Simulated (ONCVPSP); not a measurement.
**An all-electron radial function and its pseudo partner (germanium)**

Columns: radius, all-electron u(r) and pseudo u(r) of the 3d shell (level -29.31 eV) of germanium in the configuration [Ne] 3s2 3p6 3d10 4s2 4p2; PBE, scalar-relativistic, ONCV scheme, ONCVPSP 4.0.1.

```
r (bohr)  all-electron  pseudo
   0.055        0.0428  0.0057
   0.110        0.2024  0.0428
   0.165        0.4264  0.1333
   0.220        0.6515  0.2839
   0.275        0.8420  0.4840
   0.330        0.9850  0.7086
   0.385        1.0804  0.9264
   0.440        1.1334  1.1076
   0.495        1.1518  1.2306
   0.550        1.1441  1.2875
   0.605        1.1175  1.2831
   0.660        1.0780  1.2314
   0.715        1.0301  1.1508
   0.770        0.9774  1.0590
   0.825        0.9222  0.9690
   0.880        0.8664  0.8882
   0.935        0.8112  0.8187
   0.990        0.7574  0.7589
   1.045        0.7057  0.7057
   1.100        0.6563  0.6562
   1.155        0.6095  0.6094
   1.210        0.5654  0.5653
   1.265        0.5240  0.5239
   1.320        0.4852  0.4851
   1.375        0.4490  0.4489
   1.430        0.4153  0.4153
```

**Question.** How many radial nodes do the two functions have?

**Answer.** The all-electron 3d function has n − l − 1 = 0; the pseudo-wave has 0.

**Question.** At about which radius was the pseudo-wave matched?

**Answer.** 1.10 bohr. The columns agree to 0.0005 from 1.04 bohr on; several derivatives are matched, so the curves merge somewhat inside the radius.

**Question.** Where does each function peak?

**Answer.** Outermost all-electron maximum near 0.49 bohr, pseudo maximum near 0.55 bohr (to the table’s step).

**Question.** Is the pseudo-wave norm-conserving?

**Answer.** Yes: the ONCV scheme keeps the norm inside the radius equal to the all-electron one, which fixes the energy derivative of the logarithmic derivative at the level.
